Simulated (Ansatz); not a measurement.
Basis-set extrapolation for `BS[Si](N)(O)F` (PBE0-D4/def2-TZVP geometry, frozen core, the Gaussian-basis code of Ansatz). Multiplicity 1, RHF reference.

|  | def2-TZVPP | def2-QZVPP |
| --- | --- | --- |
| HF | -943.164530 | -943.197767 |
| MP2 correlation | -1.092433 | -1.184456 |
| CCSD(T) correlation | -1.174442 | not run |

Energies in hartree. Use E(X) = E(∞) + A·exp(−7.88·√X) for Hartree–Fock and E(X) = E(∞) + B·X^(−2.97) for correlation, with X = 3 and 4, and add CCSD(T) minus MP2 of the smaller set to the MP2 limit.

What is the CCSD(T) energy at the basis-set limit?

HF limit: -943.197767 + (-0.033237) × 0.13774 = -943.20235. MP2 limit: -1.184456 + (-0.092023) × 0.74074 = -1.25262. Higher-order term: -1.174442 − (-1.092433) = -0.08201. Total: -944.53698 hartree, 519.9 kJ/mol below CCSD(T)/def2-TZVPP.
